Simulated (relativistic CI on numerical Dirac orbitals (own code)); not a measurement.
## Ta⁴⁶⁺: computed level list

These numbers are calculated, not measured: Dirac-Coulomb-Breit CI, separate exchange-only KLI orbitals for each configuration, model QED (radiative potential, 1s self-energy scaled to tabulated hydrogen-like ionisation energies), unscaled Slater integrals (own radial code, finite nucleus).

Configuration list (outside the closed core [Ne]): 3s²3p⁶3d⁹, 3s²3p⁵3d¹⁰, 3s3p⁶3d¹⁰, 3s²3p⁶3d⁸4s, 3s²3p⁶3d⁸4p, 3s²3p⁴3d¹⁰4s, 3s²3p⁶3d⁸4d, 3s²3p⁴3d¹⁰4p, 3s²3p⁵3d⁹4s, 3s²3p⁶3d⁸4f, 3s²3p⁴3d¹⁰4d, 3s3p⁵3d¹⁰4s, 3s²3p⁵3d⁹4p, 3s3p⁵3d¹⁰4p, 3s²3p⁶3d⁷4s², 3s²3p⁵3d⁹4d. Levels of other configurations are missing.

The lowest level is 3s²3p⁶3d⁹ ²D5/2, with 100 % of that term; Hund's rules for 3s²3p⁶3d⁹ give ²D with J = 5/2, in agreement.

```tsv
No.	Configuration	Term	J	E (eV)	%	Next component (%)	Landé g	Lifetime (s)
1	3s²3p⁶3d⁹	²D	5/2	0.00	100		1.190	
2	3s²3p⁶3d⁹	²D	3/2	62.43	100		0.788	4.90e-07
3	3s²3p⁵3d¹⁰	²P°	3/2	438.23	100		1.323	5.85e-13
4	3s²3p⁵3d¹⁰	²P°	1/2	727.11	100		0.650	1.71e-13
5	3s3p⁶3d¹⁰	²S	1/2	961.14	100		1.986	2.35e-13
6	3s²3p⁶3d⁸4s	⁴F	9/2	1548.59	88	12 ²G	1.296	1.54e-09
7	3s²3p⁶3d⁸4s	²F	7/2	1551.62	62	24 ⁴F	1.121	9.86e-11
8	3s²3p⁶3d⁸4s	²D	5/2	1558.34	48	43 ⁴P	1.339	2.42e-10
9	3s²3p⁶3d⁸4s	²D	3/2	1559.75	50	32 ²P	0.989	9.34e-11
10	3s²3p⁶3d⁸4s	²S	1/2	1577.89	48	37 ⁴P	2.039	5.19e-11
11	3s²3p⁶3d⁸4s	⁴F	7/2	1610.23	74	26 ²F	1.202	2.47e-10
12	3s²3p⁶3d⁸4s	⁴F	5/2	1610.94	64	34 ²F	0.965	1.90e-10
13	3s²3p⁶3d⁸4s	⁴P	5/2	1619.60	49	26 ²F	1.289	2.03e-10
14	3s²3p⁶3d⁸4s	⁴P	3/2	1620.28	31	29 ⁴F	1.096	1.77e-10
15	3s²3p⁶3d⁸4s	⁴P	3/2	1624.66	60	35 ²P	1.534	1.57e-10
16	3s²3p⁶3d⁸4s	²G	9/2	1625.19	88	12 ⁴F	1.128	2.10e-10
17	3s²3p⁶3d⁸4s	²G	7/2	1625.76	86	12 ²F	0.914	1.58e-10
18	3s²3p⁶3d⁸4s	²P	1/2	1626.63	67	32 ⁴P	1.306	8.13e-11
19	3s²3p⁶3d⁸4p	⁴D°	7/2	1641.81	49	23 ²F°	1.276	1.49e-11
20	3s²3p⁶3d⁸4p	²G°	9/2	1643.46	41	27 ⁴G°	1.146	2.42e-11
21	3s²3p⁶3d⁸4p	²D°	3/2	1651.14	31	30 ²P°	1.259	2.20e-11
22	3s²3p⁶3d⁸4p	²F°	5/2	1651.97	40	29 ²D°	1.071	2.43e-11
23	3s²3p⁶3d⁸4p	²P°	1/2	1670.47	60	28 ⁴D°	0.664	1.04e-11
24	3s²3p⁶3d⁸4s	⁴F	3/2	1677.66	57	35 ²D	0.604	2.81e-10
25	3s²3p⁶3d⁸4s	²F	5/2	1678.83	36	33 ²D	1.052	1.34e-10
26	3s²3p⁶3d⁸4s	²S	1/2	1702.38	52	31 ⁴P	1.968	5.82e-11
27	3s²3p⁶3d⁸4p	⁴G°	7/2	1703.54	56	19 ²G°	1.011	1.66e-12
28	3s²3p⁶3d⁸4p	⁴F°	5/2	1704.02	39	31 ⁴D°	1.116	3.76e-13
29	3s²3p⁶3d⁸4p	⁴D°	3/2	1712.42	24	24 ²D°	1.186	8.73e-13
30	3s²3p⁶3d⁸4p	²D°	5/2	1713.94	25	23 ²F°	1.068	2.80e-13
31	3s²3p⁶3d⁸4p	⁴P°	1/2	1716.35	55	28 ⁴D°	1.804	2.47e-11
32	3s²3p⁶3d⁸4p	²H°	9/2	1718.04	68	25 ²G°	0.975	2.42e-11
33	3s²3p⁶3d⁸4p	²F°	7/2	1719.96	55	33 ²G°	1.077	1.56e-13
34	3s²3p⁶3d⁸4p	⁴D°	3/2	1719.96	44	29 ²P°	1.265	1.92e-13
35	3s²3p⁶3d⁸4p	⁴G°	11/2	1740.47	87	13 ²H°	1.240	2.62e-12
36	3s²3p⁶3d⁸4p	⁴F°	9/2	1743.55	60	37 ²G°	1.231	2.59e-12
37	3s²3p⁶3d⁸4p	²F°	7/2	1744.08	58	31 ⁴D°	1.209	1.59e-13
38	3s²3p⁶3d⁸4p	²D°	5/2	1744.50	64	18 ²F°	1.150	1.24e-13
39	3s²3p⁶3d⁸4p	²D°	5/2	1750.57	58	24 ⁴P°	1.233	1.38e-13
40	3s²3p⁶3d⁸4p	²F°	7/2	1752.94	48	41 ⁴D°	1.231	1.65e-12
41	3s²3p⁶3d⁸4p	²P°	1/2	1753.68	60	25 ²S°	0.967	2.56e-12
42	3s²3p⁶3d⁸4p	²P°	3/2	1754.33	54	26 ²D°	1.202	1.03e-13
43	3s²3p⁶3d⁸4p	⁴G°	5/2	1770.69	45	36 ²F°	0.794	6.07e-13
44	3s²3p⁶3d⁸4p	²P°	3/2	1771.73	48	17 ²D°	1.334	5.66e-13
45	3s²3p⁶3d⁸4p	²D°	3/2	1774.97	35	30 ⁴F°	0.863	1.10e-13
46	3s²3p⁶3d⁸4p	²P°	1/2	1796.16	57	32 ⁴D°	0.663	2.45e-13
47	3s²3p⁶3d⁸4p	⁴G°	9/2	1802.21	68	25 ²G°	1.158	2.62e-12
48	3s²3p⁶3d⁸4p	⁴D°	5/2	1802.80	43	36 ²F°	1.118	7.03e-13
49	3s²3p⁶3d⁸4p	⁴F°	7/2	1803.91	57	18 ²G°	1.148	9.93e-13
50	3s²3p⁶3d⁸4p	²D°	3/2	1804.62	48	46 ⁴D°	0.957	1.30e-13
51	3s²3p⁶3d⁸4p	⁴P°	5/2	1810.94	44	20 ²F°	1.257	5.23e-13
52	3s²3p⁶3d⁸4p	⁴D°	7/2	1812.14	47	27 ²G°	1.189	1.68e-12
53	3s²3p⁶3d⁸4p	²D°	3/2	1813.76	34	32 ²P°	1.052	1.37e-13
54	3s²3p⁶3d⁸4p	⁴D°	1/2	1814.12	38	38 ²P°	0.739	1.61e-13
55	3s²3p⁶3d⁸4p	²H°	11/2	1815.50	87	13 ⁴G°	1.105	2.68e-12
56	3s²3p⁶3d⁸4p	²F°	5/2	1816.75	83	12 ²D°	0.901	9.82e-14
57	3s²3p⁶3d⁸4p	⁴D°	5/2	1818.61	56	33 ²D°	1.296	2.10e-12
58	3s²3p⁶3d⁸4p	²P°	1/2	1818.63	44	23 ²S°	1.379	1.76e-13
59	3s²3p⁶3d⁸4p	²G°	7/2	1819.96	53	38 ²F°	1.014	9.98e-13
60	3s²3p⁶3d⁸4p	⁴S°	3/2	1820.87	41	33 ²D°	1.473	1.46e-12
61	3s²3p⁶3d⁸4p	²G°	9/2	1822.10	71	21 ²H°	1.077	2.44e-12
62	3s²3p⁶3d⁸4p	⁴F°	3/2	1869.41	27	25 ⁴D°	0.925	2.34e-12
63	3s²3p⁶3d⁸4p	²D°	5/2	1870.87	28	27 ²F°	1.000	6.63e-13
64	3s²3p⁶3d⁸4p	²F°	7/2	1871.34	35	32 ²G°	1.043	2.56e-12
65	3s²3p⁶3d⁸4p	⁴D°	1/2	1871.88	54	40 ²P°	0.373	3.72e-13
66	3s²3p⁶3d⁸4d	⁴P	5/2	1879.71	40	31 ⁴D	1.369	1.52e-12
67	3s²3p⁶3d⁸4d	⁴D	7/2	1882.36	39	31 ⁴F	1.243	1.47e-12
68	3s²3p⁶3d⁸4d	²H	11/2	1883.45	46	31 ⁴H	1.094	1.37e-12
69	3s²3p⁶3d⁸4d	⁴G	9/2	1885.44	34	29 ²G	1.146	1.36e-12
70	3s²3p⁶3d⁸4d	²D	3/2	1889.58	52	23 ⁴D	1.025	1.55e-12
```

Energies count from the lowest computed level; ° marks odd parity; lifetimes are radiative, by E1, M1, E2, M2 decay to levels of this space only.

The mean weight of the leading LS term, summed over parents, in these 70 levels is 56 %, and that of the leading jj configuration (from the same eigenvectors) 99 %, so jj coupling describes them better and the LS labels are nominal.

At this charge energies of transitions that change n are usually good to better than 1 %, and those within a shell (Δn = 0) to a few per cent.

LS names give the leading component of a level, which can be under half, so a name can repeat, a term be missing and a line seem to break the LS rules.
